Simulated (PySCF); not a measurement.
C₂H₉NSi₃. Atoms are numbered in the order given.

```xyz
15

Si    -2.4771     0.5581    -0.3120
Si    -0.5594    -0.4515     0.5772
C      0.4001    -1.4988    -0.7619
N      1.7412    -1.0196    -1.0816
C      2.2303     0.0042    -0.5016
Si     1.2504     0.9941     0.8303
H     -3.4707    -0.4646    -0.7584
H     -3.1316     1.4535     0.6872
H     -2.0742     1.3734    -1.4971
H     -0.8712    -1.2668     1.7881
H     -0.1670    -1.5508    -1.7075
H      0.4877    -2.5482    -0.4301
H      3.2520     0.2938    -0.8039
H      1.9647     0.9967     2.1404
H      1.0449     2.4077     0.3977
```
Charge 0, spin multiplicity 1.

Geometry: B3LYP-D3(BJ)/def2-SVP. The structure was generated by enumeration; whether it is a known compound was not checked. One conformer was computed; it need not be the lowest.

Method: PBE/def2-TZVP (PySCF).

ESP charges are fitted to the potential on shells at 1.4 to 2.0 van der Waals radii. Atomic charges (e):

```
atom  ESP fit    IAO  Mulliken  Löwdin
----  -------  -----  --------  ------
Si1     -0.01   0.26      0.01    0.10
Si2      0.11   0.23      0.05    0.08
C3       0.16  -0.41     -0.20   -0.41
N4      -0.51  -0.20     -0.12    0.11
C5       0.24  -0.23     -0.13   -0.35
Si6      0.05   0.35      0.05    0.17
H7      -0.03  -0.09     -0.01   -0.03
H8      -0.01  -0.08     -0.01   -0.02
H9      -0.01  -0.09     -0.01   -0.02
H10     -0.06  -0.07     -0.01   -0.01
H11      0.05   0.17      0.14    0.14
H12      0.05   0.17      0.14    0.14
H13      0.04   0.15      0.13    0.13
H14     -0.04  -0.08     -0.01   -0.02
H15     -0.04  -0.08     -0.01   -0.02
```

Give the Mayer and Wiberg (Löwdin basis) orders of the bonds. (An estimate is asked for; the answer gives what the named calculation found.)


```
bond     Mayer  Wiberg
-------  -----  ------
Si1–Si2   0.97    1.14
Si2–C3    0.93    1.06
C3–N4     1.01    1.36
N4–C5     1.95    2.31
Si2–Si6   0.98    1.07
C5–Si6    0.94    1.09
Si1–H7    0.93    0.96
Si1–H8    0.94    0.96
Si1–H9    0.94    0.95
Si2–H10   0.92    0.89
C3–H11    0.93    0.86
C3–H12    0.92    0.86
C5–H13    0.91    0.87
Si6–H14   0.92    0.92
Si6–H15   0.93    0.92
```
